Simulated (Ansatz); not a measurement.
C$_{5}$H$_{11}$HfNO$_{2}$Si, SMILES `[NH2][Hf]1234([OH])([OH])[C@@H]5[C@H]1[C@H]2[C@@]3([SiH3])[C@@H]54`, relaxed with RKS PBE0-D4/def2-TZVP in Ansatz 0.2.0 from a GFN2-xTB geometry. The force threshold is 0.005 eV/Å; the program also tests the step.

The species carries charge 0 and has multiplicity 1. Hf takes the def2 core potential.

Start:

```xyz
21

N    -1.633   -1.703   -0.535
Hf   -0.686    0.043   -0.826
O    -1.077    0.331   -2.648
O    -1.964    1.196   -0.072
C     1.759   -0.332   -1.167
C     1.577    1.069   -1.086
C     1.071    1.369    0.194
C     0.930    0.155    0.924
Si    0.287   -0.017    2.669
C     1.362   -0.895    0.063
H    -2.601   -1.709   -0.871
H    -1.706   -1.928    0.462
H    -1.755   -0.250   -3.005
H    -2.584    1.523   -0.733
H     2.255   -0.855   -1.974
H     1.907    1.788   -1.824
H     0.943    2.362    0.607
H    -1.183   -0.011    2.781
H     0.817    1.086    3.478
H     0.775   -1.295    3.204
H     1.505   -1.927    0.359
```

Q: How much energy does the relaxation release, and in how many steps? (An estimate is asked.)

A: Computed: 26.88 kcal/mol, in 30 steps, 3 of them rejected.

Q: Which bonds change most? (An estimate is asked.)

A: Ansatz gave: Hf2–C8 from 2.386 to 2.544 Å; Hf2–C10 from 2.422 to 2.553 Å; Hf2–C7 from 2.426 to 2.524 Å; Hf2–O4 from 1.879 to 1.946 Å.

Q: Give the relaxed structure. (Best estimate.)

A: The calculation gave: 
```xyz
21

N    -1.622   -1.511    0.018
Hf   -0.819    0.080   -0.997
O    -1.001   -0.308   -2.894
O    -2.097    1.528   -0.759
C     1.716   -0.128   -1.206
C     1.417    1.244   -1.042
C     0.909    1.424    0.260
C     0.861    0.165    0.912
Si    0.275   -0.179    2.638
C     1.371   -0.788   -0.016
H    -2.586   -1.784   -0.121
H    -1.204   -2.138    0.686
H    -0.790   -0.854   -3.645
H    -2.491    2.143   -0.148
H     2.107   -0.587   -2.102
H     1.548    2.017   -1.787
H     0.577    2.364    0.678
H    -0.937    0.619    2.953
H     1.328    0.172    3.630
H    -0.022   -1.629    2.779
H     1.459   -1.851    0.162
```
